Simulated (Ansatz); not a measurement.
PH3 ··· AsH3

The pair of PH3 (SMILES P, atoms 1–4) and AsH3 (SMILES [AsH3], atoms 5–8), both closed shells, in one local arrangement (a lower one may exist), relaxed at PBE0-D4/def2-TZVP:

P1  (-0.299, 0.352, -1.751)
H2  (0.234, -0.930, -2.044)
H3  (0.970, 0.983, -1.797)
H4  (-0.589, 0.639, -3.112)
As5  (0.348, -0.360, 1.723)
H6  (-0.243, 1.005, 2.034)
H7  (-1.018, -1.027, 1.751)
H8  (0.597, -0.660, 3.196)
(Å)

Computed with Ansatz 0.2.0 (basis: def2-TZVPPD, with def2-QZVPPD for the basis limit); correlated methods freeze the cores. Filled d shells of the heavier atoms are correlated. The def2 sets are not built for correlating such inner shells, so the correlated values are less sure here. Extrapolation: Hartree–Fock as exp(−7.88 √X), correlation as X^−2.97. Interaction energies count from these two fragments, frozen as in the pair, with the counterpoise correction; negative means bound.

(1) What is the interaction energy by CCSD(T) at an estimated basis limit (MP2 extrapolated from triple and quadruple zeta, plus CCSD(T) − MP2 in triple zeta)? (To be estimated.)

(2) Which atoms make the shortest contact between the fragments?

No T1 diagnostic of these runs exceeds 0.014.

Answers

(1) Computed: -1.28 kcal/mol. Hartree–Fock alone gives 1.04 kcal/mol at the basis limit, so without correlation the pair would not bind at this distance. Plain CCSD(T) in triple zeta gives -0.83 kcal/mol; the step to the limit is large here, so the limit is uncertain. It counts from the two fragments frozen as in the pair.

(2) P1 and As5, 3.60 Å apart.

Basis-set superposition shift (counterpoise-corrected less uncorrected): CCSD(T) 0.41; MP2 0.43; HF 0.10; PBE0-D4 0.11; wB97M-V 0.15 kcal/mol.

For scale, one of the runs: CCSD(T)/def2-TZVPPD, 204 basis functions, launched by `ansatz run in.yaml --threads 4 --pin off --events-out ev --progress --plain --max-ram 9574MiB`. Time: 40 s of wall clock on 4 CPU threads of an AMD EPYC 7R43; the host was shared. Peak host memory: 2.4 GiB.
